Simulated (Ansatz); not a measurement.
**Ligand exchange: C3H7ClMg + C2H4ClF → C3H7FMg + C2H4Cl2**

Species: C3H7ClMg `C[CH](C)[Mg][Cl]`, singlet; C2H4ClF `FCCCl`, singlet; C3H7FMg `C[CH](C)[Mg][F]`, singlet; C2H4Cl2 (1,2-dichloroethane) `ClCCCl`, singlet. The partners trade Cl for F: Mg–Cl and C–F bonds give way to Mg–F and C–Cl.

Shapes, held fixed at every level: PBE0-D4/def2-TZVP. Flexible molecules stand in one conformer, not always the lowest. Programs: Ansatz 0.2.0. The zero-point and thermal change to 298 K, harmonic and unscaled (PBE0-D4/def2-TZVP), is -2.2 kJ/mol.

(1) Estimate ΔH(298 K) of this reaction.

## Answers

(1) The highest level, CCSD(T)/def2-TZVPP, gives ΔH(298 K) = +2.2 kJ/mol; the levels span +2.2 to +37.5. That is about zero within the method's error. The column of differences is taken from that level and isn't an error. No measured value is set beside it here. Correlated rows may include outer-core shells of Mg, which these sets cover unevenly. Times are processor times on shared x86 and Arm servers, and rough.

```tsv
level	kind	ΔH(298 K) (kJ/mol)	less CCSD(T)/def2-TZVPP	CPU time (sum over the molecules)
HF/def2-SVP	Hartree–Fock	+37.5	+35.3	–
HF/def2-TZVPP	Hartree–Fock	+31.7	+29.5	–
B3LYP-D4/def2-TZVPP	global hybrid	+2.4	+0.2	52 s
BHLYP-D4/def2-TZVPP	global hybrid	+11.4	+9.2	35 s
PBE0-D4/def2-TZVPP	global hybrid	+5.7	+3.5	33 s
CCSD(T)/def2-SVP	coupled cluster or CI	+7.9	+5.7	75 s
CCSD(T)/def2-TZVPP	coupled cluster or CI	+2.2	0.0	36 min
```
